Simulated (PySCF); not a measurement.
## Multinuclear NMR of C₄H₁₀FNSi

Geometry:
| atom | x (Å) | y (Å) | z (Å) |
| --- | --- | --- | --- |
| F1 | -1.638 | -1.199 | -1.407 |
| C2 | -1.147 | 0.002 | -0.901 |
| Si3 | -1.990 | 0.371 | 0.788 |
| C4 | 0.371 | -0.070 | -0.855 |
| C5 | 1.021 | -1.063 | 0.122 |
| C6 | 1.816 | 0.132 | 0.662 |
| N7 | 0.941 | 1.040 | -0.087 |
| H8 | -1.439 | 0.762 | -1.637 |
| H9 | -1.321 | 1.495 | 1.425 |
| H10 | -1.960 | -0.842 | 1.606 |
| H11 | -3.387 | 0.688 | 0.478 |
| H12 | 0.770 | -0.177 | -1.875 |
| H13 | 1.603 | -1.859 | -0.333 |
| H14 | 0.323 | -1.486 | 0.838 |
| H15 | 2.864 | 0.135 | 0.342 |
| H16 | 1.771 | 0.306 | 1.739 |
| H17 | 1.395 | 1.776 | -0.615 |

Computational details: coordinates at the GFN2-xTB level, GIAO PBE0/pcSseg-1 shieldings, in PySCF 2.14.0 with density-fitted response routines (non-relativistic, single conformer, in vacuum, averaged over atoms made equivalent by symmetry, fast rotation or ring inversion).

(1) What are the $^{19}$F shifts?

(2) Predict the $^{29}$Si NMR data.

(3) Where does $^{15}$N resonate?

Results:

(1) 
```tsv
atoms	environment	σ (ppm)	δ (ppm)
F1	fluorine on an sp3 carbon	430.0	-227.5
```

Shieldings were converted by a linear fit to measured shifts: $^{19}$F (scatter 6.0 ppm rms, 7.0 ppm with the 5 outliers that the fit left out vs CFCl3, solution or neat liquid, with a term for F on sp3 carbon). A few per cent of atoms miss by over 2 rms, more outside the fitted compound classes.

On a 500 MHz spectrometer $^{19}$F resonates near 470.5 MHz, so 1 ppm is 470.5 Hz.

(2) 
```tsv
atoms	environment	σ (ppm)	δ (ppm)
Si3	silicon bonded to C, 3 H	432.7	-75.7
```

Shieldings were converted by a linear fit to measured shifts: $^{29}$Si (scatter 8.9 ppm rms, 25.8 ppm with the 6 outliers that the fit left out vs TMS, solution or neat liquid). A few per cent of atoms miss by over 2 rms, more outside the fitted compound classes.

On a 400 MHz spectrometer $^{29}$Si resonates near 79.5 MHz, so 1 ppm is 79.5 Hz.

(3) 
```
atoms     environment  σ (ppm)  δ (ppm)
   N7  amine nitrogen    223.9   -354.4
```

Shieldings were converted by a linear fit to measured shifts: $^{15}$N (scatter 6.3 ppm rms vs CH3NO2, solution or neat liquid). A few per cent of atoms miss by over 2 rms, more outside the fitted compound classes.

On a 500 MHz spectrometer $^{15}$N resonates near 50.7 MHz, so 1 ppm is 50.7 Hz.
